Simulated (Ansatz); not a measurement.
The first iterations of a band of C₂H₇NSSn (12 atoms, charge 0, multiplicity 1).

All numbers below come from RKS PBE/def2-SVP (Ansatz 0.2.0).

```yaml
movable_images: 3
climbing_image: no
spring: 5.0 eV/Å²
optimiser: quadratic models (default)
start_path: through a guess of the saddle point
force_threshold: 0.05 eV/Å
iteration_limit: 60
end_points: relaxed
```

First end point:

```xyz
12
Properties=species:S:1:pos:R:3
C -0.348 1.223 2.140
N 0.026 0.147 1.247
C 0.091 0.361 -0.008
Sn 0.699 -1.324 -1.257
S -0.028 -0.990 -3.582
H -0.564 2.192 1.626
H 0.466 1.380 2.880
H -1.240 0.916 2.726
H -0.136 1.361 -0.470
H 0.036 -2.785 -0.613
H 2.422 -1.410 -1.381
H -1.348 -1.128 -3.274
```

Last end point:

```xyz
12
Properties=species:S:1:pos:R:3
C 0.019 0.663 1.720
N -0.133 0.255 0.335
C -0.640 1.038 -0.540
Sn 0.561 -2.021 -0.216
S 0.365 -1.507 -2.682
H -0.339 1.699 1.907
H 1.090 0.587 2.000
H -0.538 -0.041 2.372
H -0.990 2.060 -0.278
H -0.704 0.669 -1.587
H 2.216 -1.302 -0.181
H -0.829 -2.155 -2.816
```

| iteration | highest image above the first end (eV) | largest band force component (eV/Å) |
| --- | --- | --- |
| 1 | 4.352 | 8.616 |
| 2 | 3.041 | 3.746 |
| 3 | 2.613 | 3.671 |
| 4 | 1.707 | 2.905 |
| 5 | 0.654 | 1.901 |
| 6 | 0.464 | 2.515 |
| 7 | 0.364 | 1.054 |
| 8 | 0.259 | 1.785 |
| 9 | 0.223 | 0.503 |
| 10 | 0.189 | 0.328 |
| 11 | 0.171 | 0.528 |

Task: Does the band converge within its limit, and where does its top end?

Result: It converged. It ended after 33 iterations with the highest image 0.043 eV above the first end. No image climbed, so the highest image needn't sit at the top of the path. A band with more images between the same ends climbed to 1.73 eV, so this one has probably stepped over the top. So few images can step over the top or miss a turn of the path. The orbitals stay closed-shell, which can raise the energy where a bond breaks towards radicals; this wasn't checked here.

Run time: 3.5 min on 2 threads of Arm Neoverse V2, on a shared host, peak memory 0.17 GiB.
